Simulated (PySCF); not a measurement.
Computed Raman spectrum (relative Raman activity) of a molecule C4H7FO. Geometry optimised at PBE0-D3(BJ)/def2-SVP. Other conformers were not sampled. All values below come from PBE0-D3(BJ)/def2-SVP run with PySCF. No scaling factor is applied to the harmonic values.

| ν (cm⁻¹) | relative intensity |
|---|---|
| 665 | 2.1 |
| 856 | 2.9 |
| 977 | 2.5 |
| 1047 | 3.1 |
| 1174 | 4.6 |
| 1213 | 2.7 |
| 1454 | 3.5 |
| 1467 | 7.1 |
| 1509 | 8.0 |
| 3038 | 3.7 |
| 3050 | 100 |
| 3064 | 71 |
| 3113 | 75 |
| 3166 | 33 |
| 3174 | 23 |

Question: Which structure fits?
A) CO/C(C)=C\F
B) C=C(F)OCC
C) CC1(F)COC1
D) C[C@@H](F)CC=O

Answer: C, CC1(F)COC1
